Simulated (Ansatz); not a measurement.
`C[SiH2]CBr` and `C[SiH2]C[S][AlH2]` differ in one atom or group.

Ansatz, PBE0-D4/def2-TZVP geometries, multiplicity 1. Each molecule was computed in one conformer, which needn't be the lowest.

Scalar relativity is left out up to krypton.

```csv
property,`C[SiH2]CBr`
LUMO energy (PBE0/def2-TZVPP) / eV,-0.28
HOMO energy (ωB97M-V/def2-TZVPP) / eV,-9.93
size of the dipole moment (B3LYP/def2-TZVPP) / D,1.55
HOMO energy (PBE0/def2-TZVPP) / eV,-7.70
size of the dipole moment (PBE/def2-TZVPP) / D,1.47
LUMO energy (B3LYP/def2-TZVPP) / eV,-0.53
```

Problem. Give the same properties after the change, and the shifts. (An estimate is asked.)

Solution. The calculation gave: 
```csv
property,`C[SiH2]C[S][AlH2]`,shift
LUMO energy (PBE0/def2-TZVPP) / eV,-1.14,-0.86
HOMO energy (ωB97M-V/def2-TZVPP) / eV,-9.04,0.89
size of the dipole moment (B3LYP/def2-TZVPP) / D,1.20,-0.35
HOMO energy (PBE0/def2-TZVPP) / eV,-6.85,0.85
size of the dipole moment (PBE/def2-TZVPP) / D,1.25,-0.22
LUMO energy (B3LYP/def2-TZVPP) / eV,-1.33,-0.80
```

With PBE0 the HOMO rises by 0.85 eV and the LUMO falls by 0.86 eV, so the gap narrows by about 1.71 eV. PBE moves the HOMO by 0.79 eV and ωB97M-V by 0.89 eV. Dipoles are sizes alone; their direction can turn.

B3LYP here is the variant with VWN-RPA as its local correlation; programs differ in this.

Spin–orbit coupling is left out; it splits and shifts lone-pair levels of the heavy atoms by tenths of an eV.
